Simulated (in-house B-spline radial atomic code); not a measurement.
The numbers below are computed, except where a source is named.
# Building a PAW s channel for Ge, r_c = 1.7 bohr

Ge, [Ar] 3d10 4s2 4p2, non-relativistic PBE, spherical and spin-unpolarised, from a B-spline radial code for spherical atoms (atomic units; all potentials screened as in the neutral atom).

Two all-electron partial waves φ1, φ2 are integrated outwards at E1 = ε(4s) = -0.418931 and E2 = E1 + 1.5 hartree; φ1 is the bound orbital and φ2 has unit norm inside r_c = 1.695 bohr. Smooth partners are polynomials, r^1(a0 + a1 r² + a2 r⁴ + a3 r⁶), matched to φ and three derivatives at r_c, with no condition on the norm. The local potential is -7.94626 + (6.55403) r² + (-2.29362) r⁴ + (0.295635) r⁶ inside 1.3878 bohr and the all-electron one outside.

| wave | φ(r_c) | φ'(r_c) | a0 | a1 | a2 | a3 |
| --- | --- | --- | --- | --- | --- | --- |
| 1 | 0.7492133 | 0.07607894 | 0.3195016 | 0.2264543 | -0.09095183 | 0.009388363 |
| 2 | 0.7373319 | -2.09122 | 1.394089 | -0.03095655 | -0.1739897 | 0.02386961 |

Inside r_c the overlaps are <φi φj> = [[0.31186, 0.54095], [0.54095, 1.00000]] and, for the smooth waves, [[0.34842, 0.68107], [0.68107, 1.48879]]. With χj = (Ej − T − V_local) applied to smooth wave j, the program's quadrature gives the matrix B_ij = <smooth i, χj> as [[0.50413, 1.59442], [1.38424, 4.47048]].

Check the match of the first wave, and find the augmentation charges q_ij.

At r_c the four terms are 0.54156, 1.10278, -1.27251, 0.37738, which sum to 0.7492, φ1(r_c) to rounding. q_ij is the all-electron overlap less the smooth one: [[-0.03656, -0.14012], [-0.14012, -0.48879]]. The smooth first wave has a norm of 0.3484 inside r_c against 0.3119, so q11 is negative and must stay small enough for the overlap operator to be positive.

B isn't symmetric. Show that D_ij = B_ij + Ej q_ij is.

Integrating by parts gives B12 − B21 = (E1 − E2) q12: 1.59442 − (1.38424) = 0.21018, and −1.5 × (-0.14012) = 0.21018. So D12 = 1.59442 + (1.081069)(-0.14012) = 1.44294 and D21 = 1.38424 + (-0.418931)(-0.14012) = 1.44294; D11 = 0.51945, D22 = 3.94206. The projectors, p = (B⁻¹)ᵀ χ, are dual to the smooth waves; det B = 0.047.

Solving (T + V_local + Σ p D p) ψ = E (1 + Σ p q p) ψ in a sphere of 9 bohr gives these levels:

| all-electron | one projector | two projectors |
| --- | --- | --- |
| -0.418922 | -0.418922 | -12.255600 |
| 0.030490 | 0.028228 | -0.418922 |
| 0.332999 | 0.298195 | 0.030488 |
| 0.799366 | 0.444651 | 0.332994 |
| 1.415600 | 0.835365 | 0.799364 |

What does the second projector gain?

With one projector the errors are 0.00, -2.26, -34.80 millihartree, and the level at 0.4447 is out of step with the all-electron series: an extra state, or one far too low, so the pairing ends there; skipping it, the next levels are off by +36.0 millihartree. With two a ghost lies below the reference level, so the set fails. The lowest eigenvalue of the overlap operator is 0.7366 with one and 0.04089 with two projectors. The smooth orbital alone needs a cutoff of 6.62 hartree for 1 millihartree of kinetic energy, against 15.7 for a norm-conserving Troullier-Martins orbital of the same radius, which is no gain while the set fails.
